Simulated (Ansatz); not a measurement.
Cost and result for the atomization energy of `CO[CH](Cl)[InH2]` (11 atoms, 10 bonds).

```xyz
11

C     0.487    0.672    1.515
O     0.936    0.849    0.198
C    -0.067    0.569   -0.719
Cl    0.643    0.794   -2.367
In   -0.646   -1.527   -1.060
H     0.174   -0.369    1.693
H    -0.358    1.333    1.749
H     1.321    0.909    2.174
H    -0.876    1.305   -0.657
H    -2.151   -1.817   -1.840
H     0.535   -2.719   -0.685
```

Total charge 0; spin multiplicity 1. Correlated methods include outer-core shells of In, which these sets cover unevenly. In: def2 effective core potential. The structure was optimised at the PBE0-D4/def2-TZVP level. It is one conformer, not always the lowest. Program: Ansatz. All runs use 4 threads of an Arm Neoverse V2 on a shared host. Times are those of one run each, without the atoms' runs, and a repeat can differ threefold. Electronic energies, without spin–orbit coupling; frozen cores. CCSD(T)/CBS adds CCSD(T) − MP2 in def2-TZVPP to the MP2 limit, and its time is that of the two runs behind it. T1 = 0.014. With those shells the extrapolation isn't a true limit. B3LYP takes the VWN-RPA correlation (the form of Gaussian; ORCA's B3LYP/G).

CCSD(T)/CBS is a level of theory with its own doubt, some kJ/mol a heavy atom from the limit and from the frozen cores, so smaller differences don't rank the functionals.

```csv
level,functions,wall time
LDA (SPW92)/def2-TZVPP,269,1.6 s
revPBE-D4/def2-TZVPP,269,2.5 s
BLYP-D4/def2-TZVPP,269,2.9 s
r2SCAN-D4/def2-TZVPP (with forces),269,6 s
B3LYP-D4/def2-TZVPP (with forces),269,6.5 s
B2PLYP/def2-TZVPP,269,7.5 s
PBE-QIDH/def2-TZVPP,269,7.5 s
ωB97X-V/def2-TZVPP,269,10 s
CCSD(T)/def2-SVP,116,11 s
B97M-V/def2-TZVPP,269,12 s
MP2/def2-QZVPP,503,28 s
CCSD(T)/def2-TZVPP,269,6 min
CCSD(T)/CBS(def2),–,6.4 min
```

(1) What atomization energy does each give, and how far from CCSD(T)/CBS? (Estimate.)

## Answers

(1) Ansatz gave: 
```csv
level,atomization (kJ/mol),difference from CCSD(T)/CBS,per bond
LDA (SPW92)/def2-TZVPP,4068.0,575.4,57.5
revPBE-D4/def2-TZVPP,3460.4,-32.2,-3.2
BLYP-D4/def2-TZVPP,3456.5,-36.1,-3.6
r2SCAN-D4/def2-TZVPP (with forces),3497.4,4.8,0.5
B3LYP-D4/def2-TZVPP (with forces),3460.2,-32.4,-3.2
B2PLYP/def2-TZVPP,3421.4,-71.2,-7.1
PBE-QIDH/def2-TZVPP,3456.6,-36.0,-3.6
ωB97X-V/def2-TZVPP,3501.4,8.8,0.9
CCSD(T)/def2-SVP,3282.5,-210.1,-21.0
B97M-V/def2-TZVPP,3502.1,9.5,0.9
MP2/def2-QZVPP,3496.4,3.8,0.4
CCSD(T)/def2-TZVPP,3397.2,-95.4,-9.5
CCSD(T)/CBS(def2),3492.6,0.0,0.0
```

In def2-TZVPP, CCSD(T) changes the Hartree–Fock value by +975.1 kJ/mol (the triples alone add +62.8 kJ/mol) and MP2 by +1017.8 kJ/mol; breaking electron pairs costs correlation energy, which Hartree–Fock lacks. Leaving LDA and LC-ωPBE aside and taking each functional with its dispersion term where it has one, the values, not all of them listed here, spread over 209.4 kJ/mol, from BHLYP-D4 to PBE-D4. LDA lies +533.5 kJ/mol from PBE without D4, its usual overbinding. From r2SCAN to r2SCAN0 (25 % exact exchange), in def2-TZVPP and without D4, the atomization energy moves by −64.6 kJ/mol: exact exchange takes away binding that semilocal exchange gives to molecules.

Spin–orbit coupling would lower the free In atoms strongly, and the atomization energy with them, by more than many differences here.
